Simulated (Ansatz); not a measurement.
Single points on Mg3Al3⁺.

```yaml
crystal:
  periodic: [false, false, false]
  atoms:
    - {symbol: Al, position_ang: [1.004692, -1.156100, 0.037528]}
    - {symbol: Al, position_ang: [-1.504159, -0.290743, 0.018826]}
    - {symbol: Al, position_ang: [0.499864, 1.447997, -0.054125]}
    - {symbol: Mg, position_ang: [-1.034000, -2.995191, 0.116196]}
    - {symbol: Mg, position_ang: [-2.080651, 2.392960, -0.078337]}
    - {symbol: Mg, position_ang: [3.114254, 0.601078, -0.040098]}
basis:
  gaussian: {orbitals: def2-TZVP, initial_orbitals: start.molden}
total_charge: 1
hamiltonian: {xc: pbe, dispersion: d4}
scf: {omitted_lower_state_checks: [starts]}
output: {forces: true, orbitals: {seedname: orbitals}}
```

The file start.molden holds the orbitals of an earlier run on this structure, at another level or in another basis.

```sh
$ ansatz run in.yaml --threads 4 --pin off --events-out ev --progress --plain --max-ram 4787MiB
```

Shortened log:

```
Functional definition: PBE
1641 factors; their error is unknown
mean field evaluation 1: about -36098.0510 eV, gradient 1.3e1 eV
mean field evaluation 2: about -36098.1649 eV, gradient 1.8e-1 eV
mean field evaluation 4: about -36098.1397 eV, gradient 1.0e-3 eV
mean field -36098.13968900 eV, -1326.5821653727 hartree, gradient 6.0e-6 eV, S^2 0.000000; 0 other end points of the search recorded, 0 dependent functions left out
reference -36098.13973954 eV, -1326.5821672302 hartree; 37, 37 occupied and 170, 170 virtual orbitals, 1641 factors
Total energy: -36098.34391931 eV, -1326.5896706984 hartree
Atom 0 at     1.004692    -1.156100     0.037528 Å, force     0.036547    -0.044233     0.001457 eV/Å
Atom 1 at    -1.504159    -0.290743     0.018826 Å, force    -0.056002    -0.012110     0.000829 eV/Å
Atom 2 at     0.499864     1.447997    -0.054125 Å, force     0.018932     0.055148    -0.002761 eV/Å
Atom 3 at    -1.034000    -2.995191     0.116196 Å, force    -0.013453    -0.039109     0.001461 eV/Å
Atom 4 at    -2.080651     2.392960    -0.078337 Å, force    -0.022997     0.030485    -0.000730 eV/Å
Atom 5 at     3.114254     0.601078    -0.040098 Å, force     0.036973     0.009819    -0.000256 eV/Å
Dipole moment:     0.000042     0.000095    -0.001548 e Å
Checks for a lower state left out: starts
```

Run time 6 s (4 threads of Intel Xeon on a shared host).

The first input with `hamiltonian: {xc: {name: r2SCAN0}, dispersion: d4}`, `output: {orbitals: {seedname: orbitals}}` (abridged; 13 s):

```
Functional definition: r2SCAN0
mean field -36113.06616343 eV, -1327.1307031906 hartree, gradient 2.0e-5 eV, S^2 0.000000
Total energy: -36113.12059194 eV, -1327.1327034014 hartree
Checks for a lower state left out: starts
```

The first input with `correlation: {method: mp2}`, `output: {orbitals: {seedname: orbitals}}` and without the key `hamiltonian` (abridged; 10 s):

```
Functional definition: HF
mean field -36037.04034328 eV, -1324.3368058322 hartree, gradient 2.9e-6 eV, S^2 0.000000; unrestricted orbitals would lower it
18 core orbitals not correlated, not the lowest: weight in the atoms' cores, before any rotation towards them, 1.000 or more for the frozen orbitals, at most 0.000 for the correlated occupied ones
second order -22.95164056 eV of doubles, -0.00000000 eV of singles
Total energy: -36059.99198383 eV, -1325.1802630654 hartree
Checks for a lower state left out: starts
```

The first input with `gaussian: {orbitals: STO-3G}`, `hamiltonian: {xc: hf}`, `output: {orbitals: {seedname: orbitals}}` (abridged; 0.71 s):

```
Functional definition: HF
mean field -35589.95857762 eV, -1307.9068539873 hartree, gradient 2.3e-5 eV, S^2 0.000000
Total energy: -35589.95857762 eV, -1307.9068539873 hartree
Checks for a lower state left out: starts
```

The first input with `gaussian: {orbitals: def2-SVP, initial_orbitals: start.molden}`, `hamiltonian: {xc: pbe0, dispersion: d4}`, `output: {orbitals: {seedname: orbitals}}` (abridged; 3.7 s):

```
Functional definition: PBE0
mean field -36088.13612884 eV, -1326.2145413178 hartree, gradient 4.0e-5 eV, S^2 0.000000
Total energy: -36088.31386580 eV, -1326.2210730305 hartree
Checks for a lower state left out: starts
```

As the first input, with `hamiltonian: {xc: r2scan, dispersion: d4}`, `output: {orbitals: {seedname: orbitals}}` (abridged; 10 s):

```
Functional definition: r2SCAN
mean field -36114.16394665 eV, -1327.1710459799 hartree, gradient 2.0e-5 eV, S^2 0.000000
Total energy: -36114.20404737 eV, -1327.1725196540 hartree
Checks for a lower state left out: starts
```

As the first input, with `hamiltonian: {xc: hse06, dispersion: d4}`, `output: {orbitals: {seedname: orbitals}}` (abridged; 9 s):

```
Functional definition: HSE06
mean field -36100.05235667 eV, -1326.6524546132 hartree, gradient 1.8e-5 eV, S^2 0.000000
Total energy: -36100.22659552 eV, -1326.6588577729 hartree
Checks for a lower state left out: starts
```

Geometry: PBE0-D4/def2-SVP.

HSE06 is defined as in plane-wave codes, on full-range PBE exchange. Correlated methods freeze 18 core orbitals; core or outer-core shells of Mg are correlated, in sets that lack core-valence functions. The restricted singlet is unstable towards broken spin symmetry in Hartree–Fock (as tested in another run); at PBE-D4/def2-TZVP, r2SCAN0-D4/def2-TZVP, HF/STO-3G, PBE0-D4/def2-SVP and others this wasn't settled. At MP2/def2-TZVP the restricted singlet (for correlated methods, its reference) is unstable: a solution with broken spin symmetry lies lower. The structure comes from a short search, and lower isomers may exist.
